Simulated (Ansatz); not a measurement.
Ideal-gas functions of F$_{3}$H$_{2}$NSi (`N[Si](F)(F)F`) at 298.15 K and 1 bar, from an Ansatz frequency run at PBE0-D4/def2-TZVP.

Molar mass 101.1 g/mol, point group Cs (symmetry number 1), electronic degeneracy 1, moments of inertia 122.345, 126.879, 134.109 u Å². Harmonic wavenumbers (cm⁻¹, unscaled): 92, 237, 291, 311, 344, 370, 392, 781, 804, 970, 1006, 1017, 1580, 3636, 3730.

Use S(trans) = R[1.5 ln M + 2.5 ln T − 1.1517]; rotational temperatures θ = 24.2544 K / I; S(rot) = R[ln(√π/σ · √(T³/θAθBθC)) + 1.5]; for each mode x = 1.438777 ν̃/T, S = R[x/(eˣ − 1) − ln(1 − e⁻ˣ)] and H = RT x/(eˣ − 1); 1 cm⁻¹ = 0.0119627 kJ/mol; R = 8.31446 J/(mol·K).

**Question.** By hand: the entropy, in J/(mol·K).

**Answer.** Translation 166.4. Rotation: θ = 0.1982, 0.1912, 0.1809 K, giving 109.0. Vibration, mode by mode: 15.13, 7.64, 6.14, 5.68, 4.99, 4.52, 4.15, 0.93, 0.85, 0.44, 0.38, 0.37, 0.04, 0.00, 0.00, in all 51.3. Electronic 0.0. Sum 326.7 J/(mol·K).

**Question.** By hand: H − E and G − E in kJ/mol, counted from the electronic energy.

**Answer.** Zero-point energy ½ × 15561 × 0.0119627 = 93.1; thermal vibration 8.9; translation, rotation and pV give 4 RT = 9.9. H − E = 111.9 kJ/mol, and G − E = 111.9 − 298.15 × 326.7/1000 = 14.5 kJ/mol.

Vibration gives 16 % of the entropy, 15.1 J/(mol·K) of it from the mode under 150 cm⁻¹: soft modes count most, and the harmonic formula is weakest for them. The sum counts one conformer and one mirror image; others add a mixing term.
